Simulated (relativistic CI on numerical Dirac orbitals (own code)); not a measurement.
Calculated at this level of theory: Dirac-Coulomb-Breit CI, separate exchange-only KLI orbitals for each configuration, model QED (radiative potential, 1s self-energy scaled to tabulated hydrogen-like ionisation energies), unscaled Slater integrals (own radial code, finite nucleus).

The strongest absorption lines from the ground level of an ion, among the configurations computed and to levels below about 147 eV (vacuum wavelength in nm, gf): 11.665 (0.49), 11.861 (0.22), 11.964 (0.3), 12.377 (0.86), 17.758 (0.54), 18.023 (12), 18.271 (6.8), 19.004 (2.9).

Question: Which ion is it?
A. Tc8+
B. Rh10+
C. Nb6+
D. Rh8+

Answer: B. Rh10+ has 35 electrons and the ground level 4s2 4p5 2P°_3/2; the strongest line goes to 4s2 4p4 4d 2D_5/2. The pattern of lines fixes the number of electrons, and along that sequence the line energies rise steadily with the charge (about as its square where n changes within one kind of shell, about linearly where n is kept but much faster in heavy ions where fine structure, which grows about as Z⁴, sets the gap, and irregularly where shells cross), which fixes Z. Configurations outside the model, such as inner-shell arrays, can give stronger lines. At this charge energies of transitions that change n are usually good to better than 1 %, and those within a shell (Δn = 0) to a few per cent.

LS names give the leading component of a level, which can be under half, so a name can repeat, a term be missing and a line seem to break the LS rules.
